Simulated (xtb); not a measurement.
xtb input (GFN2-xTB):

```bash
xtb mol.xyz --gfn 2 --ohess tight --chrg 0 --uhf 0
```
mol.xyz:
```
10

F      1.83840094    -1.20507038     0.12057081
C      0.74775834    -0.47923608     0.00273686
C      0.81407564     0.91639707     0.09952155
C     -0.35645710     1.59335310     0.04143410
N     -1.56547558     0.93902604    -0.06609531
C     -1.46559791    -0.36985144    -0.12157208
N     -0.36774464    -1.10629983    -0.10322276
H      1.80402133     1.35857838     0.18048886
H     -0.38748611     2.63713119     0.09591701
H     -2.40233111    -0.90897699    -0.25145298
```

Output:

```
           -------------------------------------------------
          |                Calculation Setup                |
           -------------------------------------------------

           -------------------------------------------------
          |                 G F N 2 - x T B                 |
           -------------------------------------------------

        Reference                      10.1021/acs.jctc.8b01176
      * Hamiltonian:
        H0-scaling (s, p, d)           1.850000    2.230000    2.230000
        zeta-weighting                 0.500000
      * Dispersion:
        s8                             2.700000
        a1                             0.520000
        a2                             5.000000
        s9                             5.000000
      * Repulsion:
        kExp                           1.500000    1.000000
        rExp                           1.000000
      * Coulomb:
        alpha                          2.000000
        third order                    shell-resolved
        anisotropic                    true
        a3                             3.000000
        a5                             4.000000
        cn-shift                       1.200000
        cn-exp                         4.000000
        max-rad                        5.000000

          ...................................................
          :                      SETUP                      :
          :.................................................:
          :  # basis functions                  31          :
          :  # atomic orbitals                  31          :
          :  # shells                           17          :
          :  # electrons                        36          :
          :  max. iterations                   250          :
          :  Hamiltonian                  GFN2-xTB          :
          :  restarted?                      false          :
          :  GBSA solvation                  false          :
          :  PC potential                    false          :
          :  electronic temp.          300.0000000     K    :
          :  accuracy                    1.0000000          :
          :  -> integral cutoff          0.2500000E+02      :
          :  -> integral neglect         0.1000000E-07      :
          :  -> SCF convergence          0.1000000E-05 Eh   :
          :  -> wf. convergence          0.1000000E-03 e    :
          :  Broyden damping             0.4000000          :
          :  net charge                          0          :
          :  unpaired electrons                  0          :
          ...................................................

 iter      E             dE          RMSdq      gap      omega  full diag
   1    -20.8923849 -0.208924E+02  0.512E+00    3.37       0.0  T
   2    -20.9093161 -0.169312E-01  0.324E+00    3.27       1.0  T
   3    -20.9070079  0.230822E-02  0.115E+00    3.12       1.0  T
   4    -20.9123181 -0.531025E-02  0.214E-01    2.96       1.0  T
   5    -20.9125221 -0.203984E-03  0.987E-02    2.98       1.0  T
   6    -20.9125723 -0.502141E-04  0.311E-02    2.98       1.0  T
[...]
     1   9 F        2   6 C                                       1.3330137
     2   6 C        3   6 C                                       1.3893711 (max)
     3   6 C        4   6 C                                       1.3859810
     4   6 C        5   7 N                                       1.3255243
     5   7 N        6   6 C                                       1.3164948
     2   6 C        7   7 N                                       1.3133380
     6   6 C        7   7 N                                       1.3230880
     3   6 C        8   1 H                                       1.0763504 (min)
     4   6 C        9   1 H                                       1.0817633
     6   6 C       10   1 H                                       1.0813744

 * 4 distinct bonds (by element types)

   Z      Z             #   av. dist./Å        max./Å        min./Å
   1 H    6 C           3     1.0798294     1.0817633     1.0763504
   6 C    6 C           2     1.3876760     1.3893711     1.3859810
   6 C    7 N           4     1.3196113     1.3255243     1.3133380
   6 C    9 F           1     1.3330137     1.3330137     1.3330137

           -------------------------------------------------
          |               Frequency Printout                |
           -------------------------------------------------
 projected vibrational frequencies (cm⁻¹)
eigval :       -0.00     0.00     0.00     0.00     0.00     0.00
eigval :      190.07   336.35   393.95   501.57   514.70   640.26
eigval :      729.90   820.44   847.68   903.27   930.37  1035.38
eigval :     1070.75  1160.59  1224.19  1248.06  1250.51  1358.51
eigval :     1423.90  1551.83  1574.14  3065.65  3074.42  3124.89
 reduced masses (amu)
   1: 13.07   2: 13.73   3: 14.65   4: 12.84   5: 14.91   6: 11.83   7: 13.93   8:  9.99
   9: 14.77  10:  9.93  11: 15.17  12: 12.12  13: 12.03  14:  4.49  15: 13.30  16:  3.35
  17:  4.57  18: 12.28  19:  4.23  20:  6.17  21:  6.37  22:  9.11  23: 10.46  24: 10.83
  25: 10.32  26: 11.94  27: 12.34  28:  1.81  29:  1.80  30:  1.87
 IR intensities (km·mol⁻¹)
   1:  0.29   2:  0.06   3:  0.36   4:  1.40   5:  0.32   6:  0.92   7:  7.02   8:  1.40
   9:  4.40  10:  0.03  11:  0.39  12: 11.46  13: 37.51  14: 16.58  15: 73.76  16:  0.45
  17:  0.16  18: 13.69  19:  0.16  20: 12.28  21: 43.11  22: 66.49  23:  0.29  24: 32.37
  25: 83.71  26:201.72  27:158.75  28: 12.88  29:  6.82  30:  4.73
 Raman intensities (Ä⁴*amu⁻¹)
   1:  0.00   2:  0.00   3:  0.00   4:  0.00   5:  0.00   6:  0.00   7:  0.00   8:  0.00
   9:  0.00  10:  0.00  11:  0.00  12:  0.00  13:  0.00  14:  0.00  15:  0.00  16:  0.00
  17:  0.00  18:  0.00  19:  0.00  20:  0.00  21:  0.00  22:  0.00  23:  0.00  24:  0.00
  25:  0.00  26:  0.00  27:  0.00  28:  0.00  29:  0.00  30:  0.00
 output can be read by thermo (or use thermo option).
 writing <g98.out> molden fake output.
 recommended (thermochemical) frequency scaling factor: 1.0
           -------------------------------------------------
          |             Thermodynamic Functions             |
           -------------------------------------------------

cs  symmetry found (for desy threshold:  0.10E+00) used in thermo

          ...................................................
          :                      SETUP                      :
          :.................................................:
          :  # frequencies                          24      :
Note: The following floating-point exceptions are signalling: IEEE_UNDERFLOW_FLAG IEEE_DENORMAL
normal termination of xtb
          :  # imaginary freq.                       0      :
          :  linear?                             false      :
          :  only rotor calc.                    false      :
          :  symmetry                               cs      :
          :  rotational number                       1      :
          :  scaling factor                  1.0000000      :
          :  rotor cutoff                   50.0000000 cm⁻¹ :
          :  imag. cutoff                  -20.0000000 cm⁻¹ :
          :.................................................:

    mode    ω/cm⁻¹     T·S(HO)/kcal·mol⁻¹    T·S(FR)/kcal·mol⁻¹   T·S(vib)
   ------------------------------------------------------------------------
       1    190.07    -0.66401 ( 99.52%)    -0.66080 (  0.48%)    -0.66400
   ------------------------------------------------------------------------

   temp. (K)  partition function   enthalpy   heat capacity  entropy
                                   cal/mol     cal/K/mol   cal/K/mol   J/K/mol
 298.15  VIB   3.44                 1462.448     13.026      7.362
         ROT  0.152E+06              888.752      2.981     26.688
         INT  0.522E+06             2351.200     16.007     34.050
         TR   0.940E+27             1481.254      4.968     39.642
         TOT                        3832.4543    20.9748    73.6920   308.3272

       T/K    H(0)-H(T)+PV         H(T)/Eh          T*S/Eh         G(T)/Eh
   ------------------------------------------------------------------------
    298.15    0.610740E-02    0.721091E-01    0.350134E-01    0.370957E-01
   ------------------------------------------------------------------------

         :::::::::::::::::::::::::::::::::::::::::::::::::::::
         ::                  THERMODYNAMIC                  ::
         :::::::::::::::::::::::::::::::::::::::::::::::::::::
         :: total free energy         -20.619070616026 Eh   ::
         ::.................................................::
         :: total energy              -20.656166266985 Eh   ::
         :: zero point energy           0.066001681005 Eh   ::
         :: G(RRHO) w/o ZPVE           -0.028906030046 Eh   ::
         :: G(RRHO) contrib.            0.037095650959 Eh   ::
         :::::::::::::::::::::::::::::::::::::::::::::::::::::

optimized geometry written to: xtbopt.xyz

           -------------------------------------------------
          | TOTAL ENERGY              -20.656166266985 Eh   |
          | TOTAL ENTHALPY            -20.584057181329 Eh   |
          | TOTAL FREE ENERGY         -20.619070616026 Eh   |
          | GRADIENT NORM               0.000152907461 Eh/α |
          | HOMO-LUMO GAP               2.955632961591 eV   |
           -------------------------------------------------

------------------------------------------------------------------------
------------------------------------------------------------------------
 total:
 SCF:
 ANC optimizer:
 analytical hessian:
```
